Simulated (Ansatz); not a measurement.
Reaction (cleavage of the Si–Si bond): `[SiH3][SiH2][NH][GeH3]` + `[CH3][In]([OH])[F]` → `[CH3][In]([F])[O][SiH3]` + `[SiH3][NH][GeH3]`

Program: Ansatz. Geometries: PBE0-D4/def2-TZVP. ΔE: electronic, gas phase. CBS: MP2 limit from def2 TZ/QZ plus the TZ coupled-cluster correction, frozen cores. Functionals use def2-TZVPP. HSE06 is defined as in plane-wave codes. Elements past krypton have def2 core potentials. For Ge, In outer-core shells are correlated without core-valence functions, which leaves a few kJ/mol of doubt a bond. Scalar relativity is left out up to krypton. One conformer a species, not always the lowest.

`[SiH3][SiH2][NH][GeH3]`:

Cartesian coordinates in Å:
```
Si -0.443 -0.818 2.403
Si -0.459 0.606 0.543
N 0.650 0.039 -0.648
Ge 0.522 0.259 -2.471
H -0.964 -2.167 2.049
H -1.269 -0.261 3.509
H 0.953 -0.979 2.902
H -1.807 0.626 -0.090
H -0.189 1.999 1.018
H 1.569 -0.229 -0.326
H 1.164 1.582 -2.936
H 1.248 -0.918 -3.145
H -0.974 0.262 -2.808
```

`[CH3][In]([OH])[F]`:

```xyz
8

C    -0.497    0.758    1.034
In    0.575   -0.194   -0.535
O     0.227   -1.689   -1.775
F     2.361    0.462   -0.974
H    -0.697    0.040    1.829
H     0.108    1.577    1.418
H    -1.443    1.141    0.653
H    -0.634   -2.095   -1.651
```

`[CH3][In]([F])[O][SiH3]`:

Z-matrix (Å, degrees):
```
C
In 1 2.119
H 1 1.090 2 108.7
H 1 1.089 2 109.4 3 119.5
H 1 1.088 2 109.1 3 -119.4
F 2 1.946 1 123.8 3 91.7
O 2 1.970 1 130.3 3 -88.2
Si 7 1.625 2 137.9 1 -1.7
H 8 1.489 7 110.7 2 118.5
H 8 1.497 7 111.3 2 -1.2
H 8 1.488 7 110.7 2 -121.0
```

`[SiH3][NH][GeH3]`:

Cartesian coordinates in Å:
```
Si 1.395 -0.425 0.616
N -0.109 0.401 0.528
Ge -1.384 0.266 -0.789
H 1.256 -1.683 -0.163
H 1.732 -0.738 2.032
H 2.547 0.338 0.052
H -0.238 1.185 1.151
H -1.227 -1.127 -1.413
H -1.202 1.349 -1.873
H -2.770 0.436 -0.142
```

Q: Is it downhill or uphill in electronic energy at CCSD(T)/CBS, and by how much? (Estimate.)

A: The calculation gave: Downhill: ΔE = -109.1 kJ/mol.

Q: What do these levels give: LDA (SPW92), PBE0-D4, r2SCANh-D4, HSE06-D4, ωB97M-V, B2PLYP, PBE-QIDH, r2SCANh, CAM-B3LYP, CCSD(T)/def2-SVP, HF/def2-TZVPP, HF/CBS(def2)? (Best estimate.)

A: The calculation gave: LDA (SPW92) -79.9, PBE0-D4 -88.9, r2SCANh-D4 -102.1, HSE06-D4 -88.8, ωB97M-V -110.3, B2PLYP -112.3, PBE-QIDH -105.8, r2SCANh -102.6, CAM-B3LYP -114.3, CCSD(T)/def2-SVP -112.1, HF/def2-TZVPP -140.7, HF/CBS(def2) -143.5 kJ/mol.

Largest T1 diagnostic among the species: 0.016.

Leaving LDA and LC-ωPBE aside and taking each functional with its dispersion term where it has one, the values, not all of them listed here, spread over 43.3 kJ/mol, from BHLYP-D4 to revPBE-D4. In def2-TZVPP, CCSD(T) changes the Hartree–Fock value by +31.1 kJ/mol (the triples alone add +4.1 kJ/mol) and MP2 by +23.9 kJ/mol. From BLYP to BHLYP (50 % exact exchange), in def2-TZVPP and without D4, ΔE moves by −23.2 kJ/mol.
